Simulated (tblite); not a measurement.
Species: C₄H₂FO₂ (doublet state).
SMILES with atom numbers: `[OH:1][c:2]1[cH:3][c:4][o:5][c:6]1[F:7]` (hydrogens: H8 on O1; H9 on C3)

Geometry (GFN2-xTB, Å), atoms numbered from 1 in this order:
```
atom  x, y, z in Å
O1     1.511   -0.866   -0.407
C2     0.356   -0.285   -0.034
C3    -0.885   -0.976    0.179
C4    -1.779    0.007    0.430
O5    -1.219    1.206    0.543
C6     0.075    1.032    0.213
F7     0.851    2.112    0.109
H8     2.153   -0.200   -0.685
H9    -1.050   -2.023    0.055
```

Method: GFN2-xTB as coded in tblite; computed harmonic values from a numerical Hessian at the method's own geometry, unscaled. The method is semi-empirical: single wavenumbers can be off by several per cent or more. One conformer, not necessarily the lowest. Open shells enter through the occupations alone, without spin polarisation, and single modes of such species can be off by tens of per cent.

Harmonic wavenumbers (cm⁻¹): 229.1, 244.3, 299.8, 353.1, 442.7, 494.2, 531.9, 606.7, 740.9, 801.7, 853.8, 1033.6, 1067.4, 1139.1, 1184.9, 1243.0, 1358.0, 1483.4, 1629.7, 3222.6, 3506.3.

A = 3747, B = 3706, C = 1865 MHz; mass 101.004 u (most abundant isotopes); point group C1, symmetry number 1; spin multiplicity 2.

Question: Zero-point energy?

Answer: ½Σν̃ = 11233 cm⁻¹ = 134.38 kJ/mol.

Question: Entropy at 273.15 K, 1 bar (ideal gas, RRHO, classical rotation)?

Answer: Translation 164.59, rotation 111.54, vibration 35.29, spin (R ln 2) 5.76: S = 317.2 J/(mol K).

Question: And Cp and H(273.15 K) − H(0)?

Answer: Cp = 90.87 J/(mol K), of which vibrations give 57.61 (their classical limit is 21 R = 174.6); H(273.15 K) − H(0) = 15.49 kJ/mol without the zero-point energy, 6.41 from vibrations.

Question: How do the functions run with temperature in this model?

Answer: 
| T (K) | S (J/(mol K)) | Cp (J/(mol K)) | H − H(0) (kJ/mol) | G − H(0) (kJ/mol) | ln q(vib) |
| --- | --- | --- | --- | --- | --- |
| 50 | 225.6 | 34.3 | 1.67 | -9.61 | 0.00 |
| 100 | 252.1 | 44.9 | 3.61 | -21.60 | 0.09 |
| 298.15 | 325.4 | 96.7 | 17.83 | -79.18 | 1.69 |
| 373.15 | 348.8 | 112.5 | 25.69 | -104.48 | 2.52 |
| 500 | 384.9 | 133.8 | 41.39 | -151.06 | 4.01 |
| 750 | 444.6 | 159.6 | 78.40 | -255.03 | 6.95 |
| 1000 | 492.6 | 174.0 | 120.26 | -372.39 | 9.69 |

q(vib) and H(0) count from the zero-point level.

Question: Which modes carry the vibrational entropy at 273.15 K?

Answer: 229.1 cm⁻¹: 7.24; 244.3 cm⁻¹: 6.77; 299.8 cm⁻¹: 5.33; 353.1 cm⁻¹: 4.26; 442.7 cm⁻¹: 2.93; 494.2 cm⁻¹: 2.37 J/(mol K); the other 15 give 6.39 together.

Question: What must be added to the electronic energy to get the Gibbs energy at 273.15 K and 1 bar?

Answer: ZPE + [H(273.15 K) − H(0)] − T·S = 134.38 + 15.49 − 86.64 = 63.23 kJ/mol.

Hindered rotation and anharmonicity are outside this model. Other conformers, if any are populated, would add a mixing term that is left out.
